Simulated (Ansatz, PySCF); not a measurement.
Reaction (SMILES): CC1=CC[SiH2]C1 + 5 C (CH4) + [SiH4] (SiH4) -> C=C (C2H4) [ethene] + 3 CC (C2H6) [ethane] + 2 C[SiH3] [methylsilane]
Each molecule is optimised on its own at B3LYP-D3(BJ)/def2-TZVP (Ansatz, an electronic-structure program), one conformer each, not searched for the lowest. Frequencies are from Ansatz or PySCF.

Wanted: bond separation energy (enthalpy at 298 K, with B3LYP-D3(BJ) rigid-rotor harmonic-oscillator terms), in kJ/mol. Valence correlation only, unless marked. Spin-orbit coupling is left out. Non-relativistic. Basis-set limits of correlation are two-point, X^-3; Hartree-Fock from the larger set. [CCSD(T)-MP2]/basis is that difference in the basis named.

| level | program | bond separation energy (kJ/mol) |
|---|---|---|
| HF/6-31G | Ansatz | 45.6 |
| HF/cc-pV(D+d)Z | Ansatz | 29.1 |
| HF/cc-pV(T+d)Z | Ansatz | 29.5 |
| RI-HF/cc-pV(Q+d)Z | Ansatz | 29.2 |
| BLYP/def2-TZVPD | Ansatz | 46.6 |
| PBE0-D3(BJ)/def2-TZVP | Ansatz + dftd3 | 55.4 |
| LC-wPBE-D3(BJ)/def2-TZVPD | Ansatz + dftd3 | 56.1 |
| RPA@PBE/cc-pV(T+d)Z | Ansatz | 49.0 |
| MP2/aug-cc-pV(D+d)Z | Ansatz | 67.5 |
| MP2/cc-pV(T+d)Z | Ansatz | 65.9 |
| SCS-MP2/cc-pV(D+d)Z | Ansatz | 52.1 |
| CCSD/cc-pV(D+d)Z | Ansatz | 44.4 |
| CCSD/aug-cc-pV(T+d)Z | Ansatz | 48.7 |
| CCSD(T)/cc-pwCVTZ | Ansatz | 54.4 |
| RI-MP2/CBS(cc-pV(T+d)Z,cc-pV(Q+d)Z)+[CCSD(T)-MP2]/cc-pV(T+d)Z | Ansatz | 55.3 |
